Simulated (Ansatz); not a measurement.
The cluster K₄H₄. Total charge 0; singlet. Geometry r2SCAN-D4/def2-SVP; atoms count from 1.

```xyz
8

K    -0.770   -1.199    3.746
K     0.884    1.243   -3.703
K     0.890   -1.373   -1.058
K    -0.999    1.332    1.018
H    -0.101    1.269   -1.384
H     1.746   -1.041   -3.460
H     0.002   -1.309    1.352
H    -1.651    1.078    3.489
```

Another isomer (singlet) lies 0.56 eV lower at PBE0-D4/def2-TZVP; other spin states weren't run for this one.

Estimate the Mulliken populations from the PBE0/def2-TZVP orbitals of Ansatz.


| atom | charge (e) |
| --- | --- |
| K1 | 0.43 |
| K2 | 0.43 |
| K3 | 0.55 |
| K4 | 0.56 |
| H5 | -0.56 |
| H6 | -0.42 |
| H7 | -0.56 |
| H8 | -0.42 |
Mulliken values depend strongly on the basis.
